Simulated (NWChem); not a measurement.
Everything below was run with NWChem. System: BO, charge 0, spin multiplicity 2, at a geometry optimised with UB3LYP/def2-SVP. The structure started from a generated list of species. Its SCF solution wasn't tested for a lower state. Level: UB3LYP/def2-TZVP, VWN1-RPA local correlation.

Output (cleaned and shortened):

```
             Northwest Computational Chemistry Package (NWChem) 7.3.0
             --------------------------------------------------------

                                NWChem Input Module
                                -------------------

 Scaling coordinates for geometry "geometry" by  1.889725989
 (inverse scale =  0.529177249)

 Turning off AUTOSYM since
 SYMMETRY directive was detected!

                             Geometry "geometry" -> ""
                             -------------------------

 Output coordinates in angstroms (scale by  1.889725989 to convert to a.u.)

  No.       Tag          Charge          X              Y              Z
 ---- ---------------- ---------- -------------- -------------- --------------
    1 B                    5.0000     0.00000000     0.00000000     0.74054800
    2 O                    8.0000     0.00000000     0.00000000    -0.46284200

 Effective nuclear repulsion energy (a.u.)      17.5895511513

            Nuclear Dipole moment (a.u.)
            ----------------------------
        X                 Y               Z
 ---------------- ---------------- ----------------
     0.0000000000     0.0000000000     0.0000075589

      Symmetry information
      --------------------

 Group name             C2v
 Group number             16
 Group order               4
 No. of unique centers     2

      Symmetry unique atoms

     1    2


 Summary of "ao basis" -> "" (spherical)
 ------------------------------------------------------------------------------
       Tag                 Description            Shells   Functions and Types
 ---------------- ------------------------------  ------  ---------------------
 *                         def2-tzvp                  on all atoms

                                 NWChem DFT Module
                                 -----------------

 Summary of "ao basis" -> "ao basis" (spherical)
 ------------------------------------------------------------------------------
       Tag                 Description            Shells   Functions and Types
 ---------------- ------------------------------  ------  ---------------------
 B                         def2-tzvp                11       31   5s3p2d1f
 O                         def2-tzvp                11       31   5s3p2d1f

 Summary of "ao basis" -> "ao basis" (spherical)
 ------------------------------------------------------------------------------
       Tag                 Description            Shells   Functions and Types
 ---------------- ------------------------------  ------  ---------------------
 B                         def2-tzvp                11       31   5s3p2d1f
 O                         def2-tzvp                11       31   5s3p2d1f

      Symmetry analysis of basis
      --------------------------

        a1         28
        a2          6
        b1         14
        b2         14

            General Information
            -------------------
          SCF calculation type: DFT
          Wavefunction type:  spin polarized.
          No. of atoms     :     2
          No. of electrons :    13
           Alpha electrons :     7
            Beta electrons :     6
          Charge           :     0
          Spin multiplicity:     2
          Use of symmetry is: on ; symmetry adaption is: on
          Maximum number of iterations: 100
          AO basis - number of functions:    62
                     number of shells:    22
          Convergence on energy requested:  1.00D-06
          Convergence on density requested:  1.00D-05
          Convergence on gradient requested:  5.00D-04

              XC Information
              --------------
                         B3LYP Method XC Potential
                     Hartree-Fock (Exact) Exchange  0.200
                        Slater Exchange Functional  0.800 local
                    Becke 1988 Exchange Functional  0.720 non-local
              Lee-Yang-Parr Correlation Functional  0.810
                  VWN I RPA Correlation Functional  0.190 local

             Grid Information
             ----------------
          Grid used for XC integration:  medium
          Radial quadrature: Mura-Knowles
          Angular quadrature: Lebedev.
[...]
   Bfn.  Coefficient  Atom+Function         Bfn.  Coefficient  Atom+Function
  ----- ------------  ---------------      ----- ------------  ---------------
    13      0.511496  1 B  py                10      0.409302  1 B  py
    44     -0.344007  2 O  py                 7      0.334349  1 B  py
    38     -0.273157  2 O  py                41     -0.204908  2 O  py
    21      0.080535  1 B  d -1              16      0.036904  1 B  d -1

 Vector   10  Occ=0.000000D+00  E= 6.799322D-02  Symmetry=a1
              MO Center=  3.2D-15, -1.6D-14,  1.0D-01, r^2= 5.8D+00
   Bfn.  Coefficient  Atom+Function         Bfn.  Coefficient  Atom+Function
  ----- ------------  ---------------      ----- ------------  ---------------
     4      2.255763  1 B  s                  5     -2.101943  1 B  s
    14      0.534244  1 B  pz                45     -0.433266  2 O  pz
    11     -0.414628  1 B  pz                36     -0.299535  2 O  s
    22      0.246174  1 B  d  0              34      0.130952  2 O  s
     8      0.127488  1 B  pz                 3     -0.106969  1 B  s

                     DFT Final Beta Molecular Orbital Analysis
                     -----------------------------------------

 Vector    4  Occ=1.000000D+00  E=-4.401284D-01  Symmetry=a1
              MO Center= -4.3D-16,  3.0D-15, -5.0D-01, r^2= 7.2D-01
   Bfn.  Coefficient  Atom+Function         Bfn.  Coefficient  Atom+Function
  ----- ------------  ---------------      ----- ------------  ---------------
    39      0.417430  2 O  pz                42      0.286330  2 O  pz
    36     -0.272570  2 O  s                  3      0.248499  1 B  s
    35     -0.244198  2 O  s                  4      0.207490  1 B  s
     8     -0.170074  1 B  pz                45      0.150868  2 O  pz
    34     -0.134982  2 O  s                  2     -0.130142  1 B  s

 Vector    5  Occ=1.000000D+00  E=-3.811803D-01  Symmetry=b1
              MO Center=  8.8D-17,  7.3D-32, -2.2D-01, r^2= 8.7D-01
   Bfn.  Coefficient  Atom+Function         Bfn.  Coefficient  Atom+Function
  ----- ------------  ---------------      ----- ------------  ---------------
    37      0.425860  2 O  px                40      0.342974  2 O  px
     6      0.216324  1 B  px                43      0.203872  2 O  px
     9      0.132129  1 B  px                12      0.049629  1 B  px
    18      0.033319  1 B  d  1              23      0.029856  1 B  d  1

 Vector    6  Occ=1.000000D+00  E=-3.811803D-01  Symmetry=b2
              MO Center=  4.2D-31,  1.4D-16, -2.2D-01, r^2= 8.7D-01
   Bfn.  Coefficient  Atom+Function         Bfn.  Coefficient  Atom+Function
  ----- ------------  ---------------      ----- ------------  ---------------
    38      0.425860  2 O  py                41      0.342974  2 O  py
     7      0.216324  1 B  py                44      0.203872  2 O  py
    10      0.132129  1 B  py                13      0.049629  1 B  py
    16     -0.033319  1 B  d -1              21     -0.029856  1 B  d -1

 Vector    7  Occ=0.000000D+00  E=-1.813527D-01  Symmetry=a1
              MO Center=  1.6D-14,  3.8D-15,  1.2D+00, r^2= 1.7D+00
   Bfn.  Coefficient  Atom+Function         Bfn.  Coefficient  Atom+Function
  ----- ------------  ---------------      ----- ------------  ---------------
     5      0.408366  1 B  s                  4      0.297127  1 B  s
     8      0.292466  1 B  pz                11      0.234328  1 B  pz
     3      0.215343  1 B  s                 39     -0.147614  2 O  pz
     2     -0.134863  1 B  s                 14      0.102803  1 B  pz
    42     -0.072537  2 O  pz                 1     -0.070373  1 B  s

 Vector    8  Occ=0.000000D+00  E= 5.031333D-03  Symmetry=b1
              MO Center= -1.6D-14, -5.8D-30,  7.7D-01, r^2= 3.2D+00
   Bfn.  Coefficient  Atom+Function         Bfn.  Coefficient  Atom+Function
  ----- ------------  ---------------      ----- ------------  ---------------
    12      0.676344  1 B  px                43     -0.359607  2 O  px
     9      0.328116  1 B  px                 6      0.303623  1 B  px
    37     -0.251211  2 O  px                40     -0.184135  2 O  px
    23     -0.030668  1 B  d  1

 Vector    9  Occ=0.000000D+00  E= 5.031333D-03  Symmetry=b2
              MO Center=  2.1D-31, -6.2D-15,  7.7D-01, r^2= 3.2D+00
   Bfn.  Coefficient  Atom+Function         Bfn.  Coefficient  Atom+Function
  ----- ------------  ---------------      ----- ------------  ---------------
    13      0.676344  1 B  py                44     -0.359607  2 O  py
    10      0.328116  1 B  py                 7      0.303623  1 B  py
    38     -0.251211  2 O  py                41     -0.184135  2 O  py
    21      0.030668  1 B  d -1

   alpha - beta orbital overlaps
   -----------------------------

   alpha      1      2      3      4      5      6      7      8      9     10
    beta      1      2      3      4      6      5      7      8      9     10
 overlap   1.000  1.000  1.000  0.986  0.998  0.998  0.970  0.990  0.990  0.883

   alpha     11     12     13     14     15     16     17     18     19     20
    beta     11     12     13     14     15     16     17     19     18     20
 overlap   0.887  0.991  0.991  0.963  1.000  1.000  0.962  0.988  0.988  0.986

   alpha     21     22     23     24     25     26     27     28     29     30
    beta     21     22     23     25     24     26     27     29     28     30
 overlap   0.986  0.955  0.950  1.000  1.000  0.997  0.993  0.999  0.999  0.993

   alpha     31     32     33     34     35     36     37     38     39     40
    beta     31     32     33     34     35     36     37     38     40     39
 overlap   0.993  1.000  1.000  0.997  0.997  0.981  0.992  0.992  0.997  0.997

   alpha     41     42     43     44     45     46     47     48     49     50
    beta     41     42     43     44     46     47     45     48     49     50
 overlap   0.982  0.999  0.999  0.999  1.000  1.000  1.000  1.000  1.000  1.000

   alpha     51     52     53     54     55     56     57     58     59     60
    beta     51     52     53     54     55     56     57     58     59     60
 overlap   1.000  1.000  1.000  1.000  1.000  1.000  1.000  1.000  1.000  1.000

   alpha     61     62
    beta     61     62
 overlap   1.000  1.000

     --------------------------
     Expectation value of S2:
     --------------------------
      <S2> =      0.7569 (Exact =     0.7500)

 center of mass
 --------------
 x =   0.00000000 y =   0.00000000 z =   0.05247064

 moments of inertia (a.u.)
 ------------------
          33.722575220064           0.000000000000           0.000000000000
           0.000000000000          33.722575220064           0.000000000000
           0.000000000000           0.000000000000           0.000000000000

     Multipole analysis of the density
     ---------------------------------

     L   x y z        total         alpha         beta         nuclear
     -   - - -        -----         -----         ----         -------
     0   0 0 0     -0.000000     -7.000000     -6.000000     13.000000

     1   1 0 0     -0.000000     -0.000000     -0.000000      0.000000
     1   0 1 0     -0.000000     -0.000000     -0.000000      0.000000
     1   0 0 1      0.936698     -0.776582      1.713272      0.000008

     2   2 0 0     -7.764010     -4.567303     -3.196706      0.000000
     2   1 1 0     -0.000000     -0.000000     -0.000000      0.000000
     2   1 0 1      0.000000      0.000000      0.000000      0.000000
     2   0 2 0     -7.764010     -4.567303     -3.196706      0.000000
     2   0 1 1      0.000000      0.000000      0.000000      0.000000
     2   0 0 2     -7.660165    -15.210763     -8.361488     15.912086

 Task  times  cpu:        0.5s     wall:        0.5s

 Total times  cpu:        0.5s     wall:        0.5s
```

Q: Write an NWChem input that would produce this output.

A: This is not unique; one that fits is 
```
start mol
memory heap 200 mb stack 900 mb global 1100 mb
geometry units angstroms nocenter noautoz
  B      0.000000     0.000000     0.740548
  O      0.000000     0.000000    -0.462842
  symmetry group C2v
end
basis spherical
  * library def2-tzvp
end
dft
  xc b3lyp
  odft
  mult 2
  semidirect memsize 60000000 filesize 0
  iterations 100
end
task dft energy
```
